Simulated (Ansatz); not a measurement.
A further run on FeBr2 (the lowest singlet isomer of a short search).

```yaml
crystal:
  periodic: [false, false, false]
  atoms:
    - {symbol: Fe, position_ang: [-0.001000, 0.004469, 0.005260]}
    - {symbol: Br, position_ang: [2.110073, -0.256478, 0.618816]}
    - {symbol: Br, position_ang: [-2.109073, 0.252009, -0.624065]}
basis:
  gaussian: {orbitals: 6-31G, fitting: {mean_field: def2-universal-jkfit}}
hamiltonian: {xc: {name: RPBE}}
scf: {omitted_lower_state_checks: [starts]}
```

```sh
$ ansatz run in.yaml --threads 4 --pin off --events-out ev --progress --plain --max-ram 3916MiB
```

Output, abridged:

```
Functional definition: RPBE
  name "RPBE"
  cite "Hammer, Hansen & Nørskov, Phys. Rev. B 59, 7413 (1999) doi:10.1103/PhysRevB.59.7413"
  cite "Perdew, Burke & Ernzerhof, Phys. Rev. Lett. 77, 3865 (1996) doi:10.1103/PhysRevLett.77.3865"
  parameter kappa = 0.804
  parameter beta = 0.06672455060314922
  exchange = rpbe_x(kappa = kappa, mu = beta*pi^2/3)
  correlation = pbe_c(beta = beta)
these checks for a lower state are left out or cut short: starts
796 factors; integrals over basis functions are off by at most 1.9e-3 eV
mean field evaluation 1: about -174433.1412 eV, gradient 9.4e1 eV
mean field evaluation 2: about -174054.1696 eV, gradient 2.8e2 eV
mean field evaluation 4: about -174312.7489 eV, gradient 2.7e2 eV
mean field evaluation 8: about -174445.2030 eV, gradient 2.5e0 eV
mean field evaluation 16: about -174445.2183 eV, gradient 1.3e-4 eV
mean field -174445.21829309 eV, -6410.7435290552 hartree, gradient 8.9e-7 eV, S^2 0.000000; 0 other end points of the search recorded, 0 dependent functions left out
reference -174445.21832933 eV, -6410.7435303868 hartree; 48, 48 occupied and 39, 39 virtual orbitals, 796 factors
Total energy: -174445.21832933 eV, -6410.7435303868 hartree
Checks for a lower state left out: starts
```

Run time 1.1 s (4 threads of AMD EPYC 9R45 on a shared host).

The 6-31G sets use Cartesian d functions. The restricted singlet is unstable towards broken spin symmetry at other levels; at RKS RPBE/6-31G this wasn't settled.
